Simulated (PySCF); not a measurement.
Species: C6H9NSi.
InChI=1S/C6H9NSi/c8-5-6-3-1-2-4-7-6/h1-4H,5H2,8H3

Method: PySCF, TDDFT PBE0/def2-SVPD, vertical, gas phase, core orbitals frozen in the response. Geometry: PBE0-D3(BJ)/def2-SVP, one conformer, isolated molecule. Torsions of this conformer, `[SiH3:1][CH2:2][c:3]1[cH:4][cH:5][cH:6][cH:7][n:8]1`: Si1–C2–C3–C4 89°.

Computed states:

| state | E (eV) | f |
| --- | --- | --- |
| S1 | 4.87 | 0.0049 |
| S2 | 5.18 | 0.0012 |
| S3 | 5.31 | 0.074 |
| S4 | 6.00 | 0.185 |
| S5 | 6.70 | 0.0062 |
| S6 | 6.95 | 0.052 |
| S7 | 7.06 | 0.225 |
| S8 | 7.08 | 0.503 |
| S9 | 7.28 | 0.020 |
| S10 | 7.38 | 0.013 |

Broadening: Gaussians 0.3 eV wide at half height, area fixed by f = 4.319×10⁻⁹ ∫ε dν̃. The width is an assumption, not a result. The curve ends short of the highest state used, and states not computed would add to its high-energy end.

Problem. What does the envelope look like, and where are its maxima?

Solution. 
(λ (nm), ε (L mol⁻¹ cm⁻¹)): (183.0, 6428), (185.2, 1976), (187.5, 680), (189.8, 267), (192.1, 117), (194.3, 209), (196.6, 908), (198.9, 3054), (201.1, 7089), (203.4, 12474), (205.7, 16225), (207.9, 16012), (210.2, 12187), (212.5, 7240), (214.8, 3418), (217.0, 1394), (219.3, 583), (221.6, 616), (223.8, 1255), (226.1, 2518), (228.4, 4191), (230.6, 5708), (232.9, 6608), (235.2, 6456), (237.4, 5443), (239.7, 3947), (242.0, 2520), (244.3, 1475), (246.5, 884), (248.8, 597), (251.1, 503), (253.3, 480), (255.6, 455), (257.9, 400), (260.1, 323), (262.4, 235), (264.7, 155), (267.0, 93), (269.2, 52), (271.5, 27), (273.8, 12), (276.0, 6), (278.3, 2), (280.6, 1)

Maxima: 234 nm (5.30 eV), ε about 6700, made up of S3 (99%); 207 nm (6.00 eV), ε about 17000, made up of S4 (100%) (ε in L mol⁻¹ cm⁻¹; maxima over ε = 5, shares over 10%). At its high-energy end, 6.78 eV, the curve is still rising (ε about 6900, from S6, S7 and S8).

Problem. What would ε be at 6.00 eV, the highest of these maxima, with half the width (0.15 eV)?

Solution. About 33300 L mol⁻¹ cm⁻¹ against 16600, a factor of about 2.00; a lone state at its own centre would give exactly 2.

Problem. On this curve, what absorbance would a 10⁻⁵ mol/L sample give at 222 nm over a 1 cm path?

Solution. 222 nm is 5.585 eV, where ε is about 690 L mol⁻¹ cm⁻¹, so A = ε c l ≈ 0.0069 (Beer–Lambert, with the gas-phase spectrum and the assumed width).

Problem. Coming from long wavelengths, where does ε first pass 100 L mol⁻¹ cm⁻¹?

Solution. At about 267 nm (4.65 eV), 0.22 eV below S1.

The vertical ionisation energy (ΔSCF) is 8.93 eV, 1.56 eV above S10.
